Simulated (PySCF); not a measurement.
## Run times: technetium in x2c-TZVPall-2c with one added diffuse shell each of s, p, d type

Measured wall times of calculations with PySCF 2.14 in x2c-TZVPall-2c with one added diffuse shell each of s, p, d type (9s10p8d1f, 86 functions), with two-component X2C-1e, run from one Python driver. Hardware: 1 thread of Neoverse-V2 on a shared host, 1.3 GiB allowed. The two-electron integrals over 86 functions were computed once and kept in memory (2.6 CPU seconds with the set-up); the times below exclude them.

Launch command (the driver calls PySCF for each step listed in the task file):

```bash
OMP_NUM_THREADS=1 python sorun2.py TASK.json OUT
```

```
            species                                      step  iterations  wall time (s)
    Tc [Kr] 4d5 5s2                            GHF, spin-free           9            2.7
    Tc [Kr] 4d5 5s2            GMP2 (15 electrons), spin-free                          1
    Tc [Kr] 4d5 5s2                  GHF, screened spin-orbit          11            3.1
    Tc [Kr] 4d5 5s2  GMP2 (15 electrons), screened spin-orbit                       0.73
Tc [Kr] 4d5 5s1 5p1                            GHF, spin-free          10            2.9
Tc [Kr] 4d5 5s1 5p1            GMP2 (15 electrons), spin-free                       0.74
Tc [Kr] 4d5 5s1 5p1                  GHF, screened spin-orbit          11            3.1
Tc [Kr] 4d5 5s1 5p1  GMP2 (15 electrons), screened spin-orbit                       0.74
```

Peak memory of the process: 0.3 GiB. Times on a shared host vary from run to run.
